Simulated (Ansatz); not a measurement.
Consider the ligand exchange at the Sn–C bond: `B[CH2][SnH3]` + H–F → `[F][SnH3]` + `BC`.

Computed with Ansatz on PBE0-D4/def2-TZVP structures; ΔE is electronic, products minus reactants. CCSD(T)/CBS is the MP2 limit (def2-TZVPP, def2-QZVPP) plus CCSD(T) − MP2 in def2-TZVPP, frozen cores. This one scheme is used for every species. DFT in def2-TZVPP. B3LYP here is the variant with VWN-RPA as its local correlation; programs differ in this. HSE06 is defined as in plane-wave codes. def2 core potentials past Kr. For Sn outer-core shells are correlated without core-valence functions, which leaves a few kJ/mol of doubt a bond.

```json
{"level": "LDA (SPW92)", "ΔE (kcal/mol)": "-6.0"}
{"level": "PBE0-D4", "ΔE (kcal/mol)": "-8.7"}
{"level": "B3LYP-D4", "ΔE (kcal/mol)": "-12.1"}
{"level": "r2SCANh-D4", "ΔE (kcal/mol)": "-11.0"}
{"level": "HSE06-D4", "ΔE (kcal/mol)": "-8.6"}
{"level": "MP2/def2-SVP", "ΔE (kcal/mol)": "-11.6"}
{"level": "HF/def2-TZVPP", "ΔE (kcal/mol)": "-18.3"}
{"level": "CCSD(T)/def2-TZVPP", "ΔE (kcal/mol)": "-7.4"}
```

Task: What does CCSD(T)/CBS give? (An estimate is asked.)

Result: Computed: -8.0 kcal/mol. The listed levels differ from it by 2.0, -0.7, -4.1, -3.0, -0.6, -3.6, -10.3, 0.6 kcal/mol.

Largest T1 diagnostic among the species: 0.014.

Leaving LDA and LC-ωPBE aside and taking each functional with its dispersion term where it has one, the values, not all of them listed here, spread over 6.5 kcal/mol, from B97M-V to PBE-QIDH. LDA lies +4.6 kcal/mol from PBE without D4. From r2SCAN to r2SCAN0 (25 % exact exchange), in def2-TZVPP and without D4, ΔE moves by +1.2 kcal/mol.
